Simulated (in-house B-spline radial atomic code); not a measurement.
**The dysprosium ion Dy⁴⁴⁺: [Ar] 3d4**

Level of theory: Dirac-Kohn-Sham B3LYP, spherical fractional occupations, Fermi nucleus of rms radius 5.2218 fm; calculated with a B-spline radial code for spherical atoms.

Screening seen three ways: the hydrogenic charge with the same mean radius, Z_r = [3n² - l(l+1)]/(2<r>), the one with the same energy, Z_e = n√(-2ε), and Slater's rules. Values are occupation-weighted means over j. An effective charge above Z reflects the relativistic contraction of the inner shells.

```tsv
shell	electrons	ε (eV)	<r> (bohr)	Z_r	Z_e	Slater
1s	2	-56235	0.02112	71.03	64.29	65.70
2s	2	-11437	0.08865	67.68	57.99	61.85
2p	6	-10475	0.0785	63.69	55.50	61.85
3s	2	-4187.3	0.222	60.81	52.63	54.75
3p	6	-3887.9	0.218	57.35	50.71	54.75
3d	4	-3522.9	0.1948	53.91	48.27	46.95
```

The least bound orbital is 3d5/2 at -3505 eV, while the most diffuse is 3s1/2 (<r> = 0.222 bohr against 0.1962 bohr): energy order and size order differ.

Spin-orbit splittings of the orbital energies (j = l + 1/2 above j = l - 1/2 when positive): 2p 810.1 eV, 3p 192.5 eV, 3d 44.13 eV.

For the 1s electron the small component carries 6.07 % of the norm, the zero-frequency Breit interaction raises the level by 166.2 eV, self-energy by 100.8 eV, and vacuum polarisation lowers it by 16.92 eV.

Caution: exact exchange at fractional occupations of open shells leaves self-interaction of up to several eV.
